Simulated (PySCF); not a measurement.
C9H14.
Cartesian coordinates in Å at the PBE0-D3(BJ)/def2-SVP level; atoms count from 1:
```xyz
23
C9H14 angstrom
C      3.273   -0.048   -0.328
C      2.368    0.936   -0.341
C      0.909    0.798   -0.133
C      0.356   -0.201    0.856
C     -0.816    0.141    1.748
C     -2.031    0.650    0.978
C     -2.352   -0.271   -0.192
C     -1.230   -0.268   -1.228
C      0.153   -0.426   -0.613
H      2.997   -1.093   -0.155
H      4.334    0.158   -0.493
H      2.719    1.958   -0.522
H      0.352    1.737   -0.214
H      1.127   -0.816    1.333
H     -0.505    0.870    2.515
H     -1.107   -0.774    2.293
H     -1.850    1.674    0.604
H     -2.892    0.727    1.661
H     -2.495   -1.295    0.195
H     -3.302    0.018   -0.669
H     -1.272    0.672   -1.804
H     -1.396   -1.074   -1.960
H      0.793   -1.184   -1.074
```

Jobs on this species (23 atoms, 68 electrons) with PySCF (density fitting). Hardware of each: one thread, Arm Neoverse V2, shared host. Times come from a shared host and carry two figures at best.

```
                level and settings                                                                           work  basis functions  SCF cycles  wall time
                 wB97X-D/def2-SVPD  10 singlets by full TDDFT, 4 Tamm–Dancoff triplets, polarisability, ΔSCF ions              292           ?          ?
                     PBE0/pcSseg-1                                        shieldings, charges and field gradients              223           ?          ?
PBE0-D3(BJ)/def2-SVP, grid level 1                                    geometry optimisation from a GFN2-xTB start              196          32       98 s
                     WP04/pcSseg-1                                                                     shieldings              223          16       44 s
```

Question: Fill in the missing figures.

Answer: 
- wB97X-D/def2-SVPD; 10 singlets by full TDDFT, 4 Tamm–Dancoff triplets, polarisability, ΔSCF ions: 5.0 min, 12 SCF cycles
- PBE0/pcSseg-1; shieldings, charges and field gradients: 44 s, 14 SCF cycles

Question: What do all jobs in the table cost together?

Answer: About 8.1 min; the longest takes about 62 % of that, and about 6.8 times as long as the shortest.
